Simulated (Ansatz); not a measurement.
Relaxation of BCl$_{3}$H$_{2}$O (7 atoms, charge 0, multiplicity 1), to a largest force component of 0.03 eV/Å in at most 50 steps.

These are results of Ansatz 0.2.0, RKS BHLYP-D4/def2-SVP, not measurements.

```xyz
7
Properties=species:S:1:pos:R:3
B -0.252 0.534 -1.042
O 0.491 -0.324 1.512
Cl 0.657 2.005 -1.060
Cl -1.950 0.508 -0.671
H 0.856 -1.059 1.011
Cl 0.536 -1.008 -1.601
H -0.338 -0.656 1.852
```

Q: Where does it end, and by what steps?

A: The run converged. After 12 steps the energy has fallen by 0.348 eV; O2 moved furthest, 0.58 Å. Joined: B1–O2.

```json
{"step": "0", "energy less start (eV)": "0.0000", "largest force component (eV/Å)": "1.063", "accepted": "yes"}
{"step": "1", "energy less start (eV)": "0.0142", "largest force component (eV/Å)": "2.366", "accepted": "no"}
{"step": "2", "energy less start (eV)": "-0.0361", "largest force component (eV/Å)": "0.852", "accepted": "yes"}
{"step": "3", "energy less start (eV)": "-0.0551", "largest force component (eV/Å)": "1.186", "accepted": "yes"}
{"step": "4", "energy less start (eV)": "-0.0346", "largest force component (eV/Å)": "1.140", "accepted": "no"}
{"step": "5", "energy less start (eV)": "-0.0821", "largest force component (eV/Å)": "0.513", "accepted": "yes"}
{"step": "6", "energy less start (eV)": "-0.1046", "largest force component (eV/Å)": "0.387", "accepted": "yes"}
{"step": "7", "energy less start (eV)": "-0.1440", "largest force component (eV/Å)": "0.543", "accepted": "yes"}
{"step": "8", "energy less start (eV)": "-0.2488", "largest force component (eV/Å)": "0.775", "accepted": "yes"}
{"step": "9", "energy less start (eV)": "-0.3261", "largest force component (eV/Å)": "0.324", "accepted": "yes"}
{"step": "10", "energy less start (eV)": "-0.3284", "largest force component (eV/Å)": "0.601", "accepted": "yes"}
{"step": "11", "energy less start (eV)": "-0.3471", "largest force component (eV/Å)": "0.104", "accepted": "yes"}
{"step": "12", "energy less start (eV)": "-0.3480", "largest force component (eV/Å)": "0.008", "accepted": "yes"}
```

```xyz
7
Properties=species:S:1:pos:R:3
B -0.091 0.308 -0.544
O 0.345 -0.177 0.967
Cl 0.702 1.895 -0.799
Cl -1.907 0.361 -0.415
H 0.857 -0.991 0.897
Cl 0.548 -1.047 -1.583
H -0.455 -0.350 1.477
```

Whether the end is a true minimum wasn't checked by a vibrational analysis.

Time of the run: 24 s on 2 threads of Arm Neoverse V2, with other jobs on the host, peak memory 0.2 GiB.
